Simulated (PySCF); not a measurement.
CH3Be, SMILES [Be][CH3], multiplicity 2.

Geometry: PBE-D3(BJ)/def2-TZVPD. The multiplicity is an assumed one; other spin states were not compared. The isomer is the one that the SMILES or the coordinates give; other isomers of the formula were not compared.

All values below come from TDA-PBE0/def2-TZVPD (PySCF).

Vertical excitations; the highest root listed may be one member of a degenerate set. Gas-phase values at a fixed geometry.

Computed lowest excited states:
```
state    energy (eV)  λ (nm)      f                                       main pairs
-------  -----------  ------  -----  -----------------------------------------------
root 1          2.93     423  0.076                   α HOMO→LUMO+1 (degenerate set)
root 2          2.93     423  0.076                     α HOMO→LUMO (degenerate set)
root 3          4.82     257  0.055              α HOMO→LUMO+2 94 %, β HOMO→LUMO 5 %
root 4          5.34     232  0.159             α HOMO→LUMO+3 64 %, β HOMO→LUMO 33 %
root 5          5.57     223  0.026                   α HOMO→LUMO+4 (degenerate set)
root 6          5.57     223  0.026                   α HOMO→LUMO+5 (degenerate set)
root 7          5.59     222  0.011             α HOMO→LUMO+3 35 %, β HOMO→LUMO 58 %
root 8          6.16     201  0.006  α HOMO−1→LUMO+1, β HOMO→LUMO+2 (degenerate set)
root 9          6.16     201  0.006    α HOMO−1→LUMO, β HOMO→LUMO+1 (degenerate set)
root 10         6.78     183  0.007                               α HOMO→LUMO+6 98 %
```
Unrestricted roots are not spin-pure.
